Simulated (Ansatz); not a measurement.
Ansatz results at the PBE0-D4/def2-TZVP geometry: LUMO energy (PBE0/def2-TZVPP) -0.13 eV; LUMO energy (B3LYP/def2-TZVPP) -0.43 eV; HOMO–LUMO gap (PBE/def2-TZVPP) 5.03 eV.

Each molecule was computed in one conformer, which needn't be the lowest.

(1) Which molecule gave them?
A. `F[Si](F)(F)CS`
B. `CB(N)[SiH2]O`
C. `BC([SiH3])Br`
D. `CS[Si](F)(F)F`

## Answers

(1) A. The others give `BC([SiH3])Br`: -1.88, -2.09, 3.70; `CS[Si](F)(F)F`: -0.21, -0.47, 5.38; `CB(N)[SiH2]O`: -0.51, -0.72, 4.56.

B3LYP here is the variant with VWN-RPA as its local correlation; programs differ in this.
